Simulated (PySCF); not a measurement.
Si(CF3)(H)2(OH) (CH3F3OSi), SMILES C(F)(F)([SiH2]O)F. Atoms are numbered in the order given.

```xyz
9

Si     1.0139    -0.6951     0.2252
O      2.0514    -0.0497    -0.8916
C     -0.7075     0.1722     0.1126
F     -1.2923     0.0199    -1.0820
F     -0.5956     1.4966     0.3312
F     -1.5525    -0.3116     1.0365
H      0.8274    -2.1256    -0.1125
H      1.4634    -0.4921     1.6321
H      2.3129     0.8700    -0.7872
```
Charge 0, spin multiplicity 1.

The structure is a stationary point at PBE0-D3(BJ)/def2-SVP. The values are those of a single conformer.

These are SMD-M06-2X/6-31G* (PySCF) values and carry that method's errors.

Solvation free energies are E(SMD) − E(gas) at the gas-phase geometry, for 1 M in both phases. In vacuum the dipole moment is 1.95 D.

Computed solvation free energies in water, chlorobenzene, diethylether:
```tsv
solvent	ΔG(solv) (kcal/mol)	its non-electrostatic (CDS) part	dipole (D)
water	-2.6	4.4	2.33
chlorobenzene	-2.3	0.6	2.20
diethylether	-2.8	-0.2	2.17
```
